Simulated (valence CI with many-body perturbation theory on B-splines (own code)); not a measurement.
Sm XXXI: E2, M1 decay

Method: configuration interaction combined with many-body perturbation theory (CI+MBPT): four valence electrons over a frozen Dirac-Fock core [Ar] 3d10, radial functions for each j: 11 s, 11 p, 10 d, 8 f, 5 g, 2 h, with the one-electron correlation potential Σ1 (screened to all orders), the two-electron term Σ2, the three-electron term Σ3, Breit, model QED; selected single and double excitations, second order for the rest, scaled by the run's own slope (own B-spline code, finite nucleus).

No measured spectrum was set against this ion. As an estimate, large intervals hold to a few tenths of a per cent, small ones and those within an open d or f shell to about a per cent. Among the levels kept, up to 340 cm⁻¹ of a level comes from second order outside the variational space, and about a tenth of that is noise between levels of different J, which matters for small intervals.

Lines 1 to 11 of 11 in falling wavelength, among levels below 391.93 eV, chosen from the decays that carry over 1 % of a level's rate. Wavelengths and rates use the calculated energies. Electric multipoles are in the length gauge with retardation, E1 and E2 with the static RPA response of the core. M1 uses the relativistic operator with retardation. Weak lines are less certain than strong ones. Lines between different terms over intervals too small for the method are left out, as are lines whose strength nearly cancels.

Levels are named by their leading jj configuration (3d3/2^4 stands for four electrons in 3d with j = 3/2), which in mixed levels can hold well under half, so a name can repeat and another be missing.

| λ vac (Å) | Upper | Lower | Type | A (s⁻¹) | Branch % |
| --- | --- | --- | --- | --- | --- |
| 3854 | (4s^2 4p1/2 4p3/2) J=2 | (4s^2 4p1/2 4p3/2) J=1 | M1 | 9.44e+01 | 2.9 |
| 418.6 | (4s^2 4p3/2 4d5/2) J=4 | (4s^2 4p1/2 4d5/2) J=3 | M1 | 1.93e+05 | 87.3 |
| 373.8 | (4s^2 4p1/2 4p3/2) J=1 | (4s^2 4p1/2^2) J=0 | M1 | 2.52e+05 | 100.0 |
| 348.3 | (4s^2 4p3/2^2) J=2 | (4s^2 4p1/2 4p3/2) J=2 | M1 | 2.28e+05 | 47.0 |
| 348.3 | (4s^2 4p3/2^2) J=2 | (4s^2 4p1/2 4p3/2) J=2 | E2 | 6.10e+03 | 1.3 |
| 340.7 | (4s^2 4p1/2 4p3/2) J=2 | (4s^2 4p1/2^2) J=0 | E2 | 3.21e+03 | 97.1 |
| 319.4 | (4s^2 4p3/2^2) J=2 | (4s^2 4p1/2 4p3/2) J=1 | M1 | 2.47e+05 | 51.0 |
| 289.6 | (4s^2 4p3/2^2) J=0 | (4s^2 4p1/2 4p3/2) J=2 | E2 | 1.98e+04 | 2.7 |
| 269.4 | (4s^2 4p3/2^2) J=0 | (4s^2 4p1/2 4p3/2) J=1 | M1 | 7.20e+05 | 97.3 |
| 231.9 | (4s^2 4p3/2 4d5/2) J=4 | (4s 4p1/2 4p3/2^2) J=3 | M1 | 1.43e+04 | 6.5 |
| 137.2 | (4s^2 4p3/2 4d5/2) J=4 | (4s 4p1/2^2 4p3/2) J=2 | E2 | 7.53e+03 | 3.4 |
